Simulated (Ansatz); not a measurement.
Geometry optimisation, Ansatz, RKS PBE0-D4/6-31G*.

Input file:

```yaml
crystal:
  periodic: [false, false, false]
  atoms:
    - { symbol: B, position_ang: [0.0, 0.0, 0.0] }
    - { symbol: F, position_ang: [0.0, 0.0, 1.32] }
    - { symbol: O, position_ang: [1.2211, 0.0, -0.705] }
    - { symbol: H, position_ang: [1.5209, -0.9519, -0.8599] }
    - { symbol: Cl, position_ang: [-1.6108, 0.0, -0.93] }
basis:
  gaussian: { orbitals: "6-31G*" }
hamiltonian:
  xc: pbe0
  dispersion: d4
relax:
  f_tol: 0.02
  max_steps: 40
output:
  orbitals: {}
```

Command:

```bash
$ ansatz run input.yaml --threads 1 --pin off --max-ram 2048MiB --backend cpu --events-out ev --progress --plain --runs-dir out
```

Problem. Where does it end, and by what steps?

Solution. It converged. After 12 steps the energy has fallen by 0.680 eV; H4 moved furthest, 0.58 Å.

| step | energy less start (eV) | largest force component (eV/Å) | accepted |
| --- | --- | --- | --- |
| 0 | 0.0000 | 1.889 | yes |
| 1 | -0.1526 | 1.261 | yes |
| 2 | -0.2227 | 0.302 | yes |
| 3 | -0.2279 | 0.257 | yes |
| 4 | -0.2521 | 0.355 | yes |
| 5 | -0.3418 | 0.695 | yes |
| 6 | -0.4977 | 0.564 | yes |
| 7 | -0.5882 | 1.577 | yes |
| 8 | -0.6723 | 0.287 | yes |
| 9 | -0.6775 | 0.152 | yes |
| 10 | -0.6796 | 0.146 | yes |
| 11 | -0.6804 | 0.023 | yes |
| 12 | -0.6804 | 0.000 | yes |

```xyz
5
Properties=species:S:1:pos:R:3
B 0.047 -0.077 0.087
F -0.112 0.282 1.344
O 1.279 -0.381 -0.355
H 1.294 -0.632 -1.286
Cl -1.377 -0.145 -0.964
```

Whether the end is a true minimum wasn't checked by a vibrational analysis.

The run took 32 s on 1 thread of Arm Neoverse V1, on a shared host, peak memory 0.15 GiB.
